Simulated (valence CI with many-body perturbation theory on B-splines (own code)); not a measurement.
Values are calculated unless marked as measured or tabulated.
## Sensitivity of CI+MBPT for I XLI

Level of theory: configuration interaction combined with many-body perturbation theory (CI+MBPT): three valence electrons over a frozen Dirac-Fock core [Ne], a basis of 6 s, 6 p, 5 d, 3 f, 1 g functions for each j, with the one-electron correlation potential Σ1 (screened to all orders), the two-electron term Σ2, the three-electron term Σ3, Breit, model QED; selected single and double excitations, second order for the rest, scaled by the run's own slope (own B-spline code, finite nucleus).

The last digits are not significant, and no measured levels were compared; by estimate large intervals hold to a few tenths of a per cent, small ones and those within an open d or f shell to about a per cent.

The reference run has the lowest level (3s^2 3p1/2) J=1/2 and an ionisation energy of 2927.71 eV. Its largest variational space holds 2842 state functions.

Levels are named by their leading jj configuration (3d3/2^4 stands for four electrons in 3d with j = 3/2), which in mixed levels can hold well under half, so a name can repeat and another be missing. Letters in brackets count levels of one name in rising energy.

Changed runs:
A. logarithmic knot step 0.27 → 0.33
B. selection threshold (hartree) 2e-08 → 1e-06
C. shift of the energy in Σ1 (hartree) 0 → 10.272
D. logarithmic knot step 0.27 → 0.8 (bad on purpose)

Excitation energies of the reference run in cm⁻¹, and shifts in cm⁻¹:

```csv
Level,Reference,A,B,C,D
(3s^2 3p3/2) J=3/2,610147,+4.6,0,+30,+10
(3s 3p1/2^2) J=1/2,793587,-12,+0.3,-46,-99
(3s 3p1/2 3p3/2) J=3/2 [a],1268350,-7.9,+0.1,-18,-89
(3s 3p1/2 3p3/2) J=5/2,1355780,-7.6,0,-16,-86
(3s 3p1/2 3p3/2) J=3/2 [b],1477580,-7.2,+0.1,-15,-77
(3s 3p1/2 3p3/2) J=1/2,1543820,-8.3,+0.6,-18,-91
(3s^2 3d3/2) J=3/2,1831230,-2.5,0,-10,-2.0
(3s^2 3d5/2) J=5/2,1852450,-2.3,-0.1,+9.0,-34
(3s 3p3/2^2) J=5/2,2044630,-2.7,0,+7.7,-37
(3s 3p3/2^2) J=1/2,2157970,-3.4,+0.5,+13,-79
(3s 3p3/2^2) J=3/2,2197450,-3.5,+0.2,+12,-78
(3p1/2^2 3p3/2) J=3/2,2289670,-19,+0.1,-61,-170
Ionisation energy (eV),2927.71,-0.0006,0,+0.05,-0.0027
```
